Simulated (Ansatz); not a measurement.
Reaction (atomization): `O[SiH]1[O][GeH2]1` → Ge• + 4 H• + 2 O• + Si•

Calculated with Ansatz (gas phase, PBE0-D4/def2-TZVP geometries, no zero-point term in ΔE). CCSD(T)/CBS adds triple-zeta CCSD(T) − MP2 to the extrapolated MP2 energy (def2 sets, frozen cores). This one scheme is used for every species, atoms too. Functionals use def2-TZVPP. B3LYP here is the variant with VWN-RPA as its local correlation; programs differ in this. No spin–orbit coupling; open shells (•) take unrestricted orbitals. Spin–orbit coupling would lower the free atoms: a little for O, Si; clearly for Ge. For Ge outer-core shells are correlated without core-valence functions, so the limit isn't a true one: a few kJ/mol of doubt a bond, and 10 to 20 or more in all where bonds break to atoms. Scalar relativity is left out up to krypton. Each species was taken in one conformer, which may not be the lowest.

What is ΔE at CCSD(T)/CBS? (An estimate is asked.)

The calculation gave: +2704.4 kJ/mol.

What do these levels give: PBE0-D4, ωB97X-V, B2PLYP, B3LYP, MP2/def2-TZVPP, CCSD(T)/def2-TZVPP? (Estimate.)

The calculation gave: PBE0-D4 2638.2, ωB97X-V 2696.7, B2PLYP 2644.0, B3LYP 2629.7, MP2/def2-TZVPP 2678.3, CCSD(T)/def2-TZVPP 2618.6 kJ/mol.

Largest T1 diagnostic among the species: 0.014.

The D4 term adds +26.6 kJ/mol with B3LYP and +13.7 kJ/mol with PBE0; it sums over pairs of atoms, weighted by their polarisabilities, and B3LYP, whose exchange is more repulsive, gets the larger term. In def2-TZVPP, CCSD(T) changes the Hartree–Fock value by +802.1 kJ/mol (the triples alone add +51.7 kJ/mol) and MP2 by +861.8 kJ/mol; breaking electron pairs costs correlation energy, which Hartree–Fock lacks. From PBE to PBE0 (25 % exact exchange), in def2-TZVPP and without D4, ΔE moves by −67.3 kJ/mol: exact exchange takes away binding that semilocal exchange gives to molecules.

For atomizations the MP2-based limit and the directly extrapolated one differ by several kJ/mol either way, and by 10 to 25 for some Ge, Se and Sn compounds, so smaller differences from it don't rank the levels.
